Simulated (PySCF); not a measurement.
oxetane-3-carbonitrile (C₄H₅NO), SMILES N#CC1COC1. Geometry: TPSSh-D3(BJ)/def2-SVP.

All values below come from TPSSh-D3(BJ)/def2-SVP in PySCF.

Harmonic wavenumbers (cm⁻¹): 102, 184, 243, 521, 541, 655, 876, 893, 984, 1021, 1065, 1105, 1112, 1161, 1177, 1231, 1304, 1336, 1385, 1505, 1531, 2352, 3026, 3035, 3091, 3101, 3108. Rotational constants (GHz): 10.35, 2.421, 2.166; symmetry number 1.

### Question
Work out the zero-point energy and the ideal-gas rigid-rotor harmonic-oscillator thermochemistry at 298.15 K and 1 atm.

### Answer
ZPE = ½ Σ hcν = ½ × 37646 cm⁻¹ = 225.18 kJ/mol. H − E(el) = 242.19 kJ/mol. Entropy in J/(mol K): translation 163.87, rotation 109.56, vibration 41.48, total 314.91. G − E(el) = 148.30 kJ/mol. Cp = 86.33 J/(mol K). Modes under 150 cm⁻¹ make the vibrational entropy uncertain.
